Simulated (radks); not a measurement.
Question: These are the eigenvalues of the occupied orbitals of an atom or ion with whole-number occupations (hartree). Method: scalar-relativistic Kohn-Sham, LDA (Slater exchange, Perdew-Wang correlation), spin-unpolarised, spherical densities, point nucleus; computed with a radial shooting solver on a logarithmic mesh with Libxc functionals.

1s: -197.2720
2s: -22.69533
2p: -19.08588
3s: -3.17712
3p: -2.22610
3d: -0.79330

Which element is it, and in what charge state? The configuration may be excited.

Answer: Z = 23, vanadium, charge +2: V2+ in [Ar] 3d3. The list shows which subshells hold electrons but not how many an open one holds; the 1s level, -197.27 hartree, gives Z - s = 19.9 by -(Z - s)^2/2, which with screening and relativity narrows Z to a few neighbours, and the depths of the outer levels then fix element, charge and occupations together.
